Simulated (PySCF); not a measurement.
# Ionising CuH

PBE0; PySCF, scalar-relativistic core potentials, basis sets Cu cc-pVDZ-PP with ECP10, H cc-pVDZ. Neutral (UKS): singlet (closed shell), Re = 1.462 Å, ωe = 1957 cm⁻¹, De = 2.71 eV, HOMO -6.38 eV, LUMO -1.82 eV.

CuH⁺ (UKS): doublet (σ ↑), Re = 1.469 Å, ωe = 1923 cm⁻¹, De = 1.36 eV to Cu⁺ (3d10) + H. The energies at the minima are -197.81616 hartree for CuH and -197.47937 for CuH⁺.

Question: Work out the adiabatic ionisation energy, without and with harmonic zero-point energies (1 hartree = 27.2114 eV, 1 eV = 8065.5 cm⁻¹), and the change of the bond length.

Answer: At PBE0: 0.33679 hartree = 9.165 eV between the minima; the zero-point term (1923.0 − 1957.0)/2 cm⁻¹ = -0.002 eV makes it 9.162 eV. Re changes by +0.7 pm against the neutral. Minus the HOMO energy is 6.38 eV, -2.78 eV from the value between the minima; self-interaction puts the Kohn–Sham level too high, less so with exact exchange. The electron leaves a σ orbital, and the small change of length marks it as nearly non-bonding.

For an ion De counts to the pair picked by the measured ionisation energies or electron affinities, which need not be the lowest pair at this level. The state is the lowest single determinant that the PBE0 search found; with open d or f shells the true ground state can be another one.
